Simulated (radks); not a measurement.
The numbers below are computed, except where a source is named.
Valence configurations of Ta IV (all share [Xe]). Code: a radial shooting solver on a logarithmic mesh with Libxc functionals. Model: Dirac Kohn-Sham, LDA (Slater exchange, Perdew-Wang correlation), spin-unpolarised, spherical densities, finite nucleus; open shells are shared between the two j in proportion to 2j + 1; Fermi nuclear charge, rms radius 5.3507 fm. Energies are relative to 4f14 5d2; eigenvalues in eV.

4f14 5d2: E (eV) 0.000; e(4f5/2) -54.254; e(4f7/2) -52.264; e(5d3/2) -29.931; e(5d5/2) -29.103
4f14 5d1 6s1: E (eV) 2.391; e(4f5/2) -57.681; e(4f7/2) -55.689; e(5d3/2) -32.304; e(5d5/2) -31.422
4f14 6s2: E (eV) 5.681; e(4f5/2) -61.251; e(4f7/2) -59.256
4f14 5d1 6p1: E (eV) 9.823; e(4f5/2) -59.064; e(4f7/2) -57.071; e(5d3/2) -33.414; e(5d5/2) -32.514; e(6p1/2) -23.284
4f13.5 5d2 6p0.5: E (eV) 17.781; e(4f5/2) -61.181; e(4f7/2) -59.146; e(5d3/2) -32.700; e(5d5/2) -31.786; e(6p1/2) -22.647
4f14 6p2: E (eV) 21.274; e(4f5/2) -63.975; e(4f7/2) -61.978; e(6p1/2) -25.015
4f13 5d3: E (eV) 27.217; e(4f5/2) -63.388; e(4f7/2) -61.311; e(5d3/2) -31.907; e(5d5/2) -30.977
4f13 5d1 6s2: E (eV) 35.230; e(4f5/2) -70.669; e(4f7/2) -68.586; e(5d3/2) -36.875; e(5d5/2) -35.824
4f13 5d2 6p1: E (eV) 38.425; e(4f5/2) -68.328; e(4f7/2) -66.247; e(5d3/2) -35.491; e(5d5/2) -34.486; e(6p1/2) -23.899
4f12 5d2 6p2: E (eV) 88.992; e(4f5/2) -83.269; e(4f7/2) -81.097; e(5d3/2) -41.202; e(5d5/2) -40.009; e(6p1/2) -26.185

NIST lists [Xe] 4f14 5d2 as the ground configuration; this level of theory agrees among the configurations tried. The energies are those of spherical spin-averaged densities, not of single terms.
